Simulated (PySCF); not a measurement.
SbF₄, doublet: structure and spectrum

Level of theory: UPBE0 in PySCF with Sb def2-SVP with ECP28, F def2-SVP; scalar-relativistic core potentials, no spin–orbit coupling; density-fitted integrals.

The structure is a minimum.

Coordinates in bohr (charge 0 multiplicity 2):
```
Sb    0.0000    0.0000    0.3408
F     3.6524    0.0000    0.9223
F     0.0000    2.7244   -1.9964
F    -3.6524    0.0000    0.9223
F     0.0000   -2.7244   -1.9964
```

```
Point group                                                                   : C2v
Bond lengths                                                                  : Sb–F 1.900 Å (×2), Sb–F 1.957 Å (×2)
Bond angles                                                                   : F–Sb–F 95.9° (×4), F–Sb–F 98.7°, F–Sb–F 161.9°
Principal polarisabilities                                                    : 26.3, 29.7, 40.7 bohr³
Dipole moment                                                                 : 2.36 D
Enthalpy at 298.15 K above 0 K                                                : 19.63 kJ/mol
Principal quadrupole moments (Buckingham, traceless) about the centre of mass : -6.14, 1.58, 4.56 D Å
Heat capacity Cp at 298.15 K                                                  : 89.0 J/(mol K)
Lowest empty level (β)                                                        : -5.80 eV
Zero-point energy                                                             : 19.9 kJ/mol
Rotational constants                                                          : 0.1255, 0.08543, 0.07631 cm⁻¹
Spin squared ⟨S²⟩                                                             : 0.756
Highest occupied level (α)                                                    : -9.04 eV
Entropy at 298.15 K and 1 bar (electronic part: spin only)                    : 349.4 J/(mol K)
Rotational symmetry number                                                    : 2
Atomisation energy without zero-point energy                                  : 1386 kJ/mol
```

Harmonic modes (masses in u: Sb 120.904, F 18.998):
| symmetry | ω (cm⁻¹) | IR (km/mol) | μ (u) | type |
| --- | --- | --- | --- | --- |
| b2 | 89 | 13.5 | 22.77 | bend |
| a1 | 118 | 4.0 | 19.88 | bend |
| a2 | 191 | 0.0 | 19.00 | bend |
| a1 | 210 | 27.1 | 22.82 | bend |
| b1 | 225 | 18.0 | 20.97 | bend |
| a1 | 557 | 1.0 | 19.04 | stretch |
| b1 | 578 | 69.4 | 24.20 | stretch |
| a1 | 677 | 51.7 | 21.37 | stretch |
| b2 | 682 | 73.7 | 21.97 | stretch |

In C2v the vibrations span 2b2 + 4a1 + a2 + 2b1. The a2 mode carries no infrared intensity, as symmetry demands.

Charges (e):
| atom | Mulliken | Löwdin | polar tensor | spin (Mulliken) | Mayer order to Sb1 |
| --- | --- | --- | --- | --- | --- |
| Sb1 | 1.49 | 1.15 | 1.94 | 0.46 | – |
| F2,4 | -0.36 | -0.28 | -0.42 | 0.23 | 0.86 |
| F3,5 | -0.38 | -0.29 | -0.55 | 0.05 | 0.90 |

Mulliken populations on Sb1 (electrons outside its core potential): s 3.52, p 7.54, d 10.45.

Other isomers or separated fragments may lie lower. No spin–orbit coupling is included, which matters more the heavier the element.

The final relaxation and frequency run took 69 s on 2 threads of a shared Arm Neoverse V2 host, with 82 basis functions and 16 gradients; the process peaked at 1.1 GiB.
